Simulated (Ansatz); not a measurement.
Cost and result for the atomization energy of ClH₇OSi₃, SMILES `O[SiH2][SiH2][SiH2]Cl` (12 atoms, 11 bonds).

Z-matrix (Å, degrees):
```
Si
Si 1 2.349
O 1 1.652 2 113.0
H 1 1.492 2 107.9 3 123.7
H 1 1.483 2 110.1 3 -117.8
Si 2 2.338 1 110.3 3 -179.1
H 2 1.491 1 109.9 3 -60.1
H 2 1.489 1 111.2 3 59.9
H 3 0.958 1 117.8 2 57.6
Cl 6 2.064 2 110.1 1 178.5
H 6 1.485 2 111.3 1 -62.2
H 6 1.485 2 111.3 1 59.3
```

The species carries charge 0 and has multiplicity 1. Geometry: relaxed with PBE0-D4/def2-TZVP. It is one conformer, not always the lowest. Program: Ansatz. All runs use 4 threads of an Intel Xeon on a shared host. Times are those of one run each, without the atoms' runs, and a repeat can differ threefold. Electronic energies, without spin–orbit coupling; frozen cores. CCSD(T)/CBS adds CCSD(T) − MP2 in def2-TZVPP to the MP2 limit, and its time is that of the two runs behind it. T1 = 0.012. B3LYP takes the VWN-RPA correlation (the form of Gaussian; ORCA's B3LYP/G).

CCSD(T)/CBS is a level of theory with its own doubt, some kJ/mol a heavy atom from the limit and from the frozen cores, so smaller differences don't rank the functionals.

| level | functions | wall time |
| --- | --- | --- |
| PBE-D4/def2-TZVPP (with forces) | 297 | 2.7 s |
| PBE0-D4/def2-TZVPP | 297 | 3.9 s |
| r2SCAN-D4/def2-TZVPP (with forces) | 297 | 4.5 s |
| B3LYP-D4/def2-TZVPP (with forces) | 297 | 6 s |
| B2PLYP/def2-TZVPP | 297 | 6 s |
| ωB97X-V/def2-TZVPP | 297 | 8.5 s |
| ωB97M-V/def2-TZVPP (with forces) | 297 | 12 s |
| MP2/def2-QZVPP | 547 | 24 s |
| CCSD(T)/def2-TZVPP | 297 | 2.3 min |
| CCSD(T)/CBS(def2) | – | 2.7 min |

Q: What atomization energy does each give, and how far from CCSD(T)/CBS? (Estimate.)

A: Ansatz gave: 
| level | atomization (kJ/mol) | difference from CCSD(T)/CBS | per bond |
| --- | --- | --- | --- |
| PBE-D4/def2-TZVPP (with forces) | 3738.1 | -31.9 | -2.9 |
| PBE0-D4/def2-TZVPP | 3711.8 | -58.2 | -5.3 |
| r2SCAN-D4/def2-TZVPP (with forces) | 3761.6 | -8.4 | -0.8 |
| B3LYP-D4/def2-TZVPP (with forces) | 3736.3 | -33.7 | -3.1 |
| B2PLYP/def2-TZVPP | 3689.1 | -80.9 | -7.4 |
| ωB97X-V/def2-TZVPP | 3789.8 | 19.8 | 1.8 |
| ωB97M-V/def2-TZVPP (with forces) | 3757.9 | -12.1 | -1.1 |
| MP2/def2-QZVPP | 3739.7 | -30.3 | -2.7 |
| CCSD(T)/def2-TZVPP | 3656.0 | -114.0 | -10.4 |
| CCSD(T)/CBS(def2) | 3770.0 | 0.0 | 0.0 |

The D4 term adds +49.5 kJ/mol with B3LYP and +26.4 kJ/mol with PBE0; it sums over pairs of atoms, weighted by their polarisabilities, and B3LYP, whose exchange is more repulsive, gets the larger term. From PBE to PBE0 (25 % exact exchange), in def2-TZVPP and without D4, the atomization energy moves by −22.1 kJ/mol: exact exchange takes away binding that semilocal exchange gives to molecules. In def2-TZVPP, CCSD(T) changes the Hartree–Fock value by +854.6 kJ/mol (the triples alone add +44.0 kJ/mol) and MP2 by +870.1 kJ/mol; breaking electron pairs costs correlation energy, which Hartree–Fock lacks.
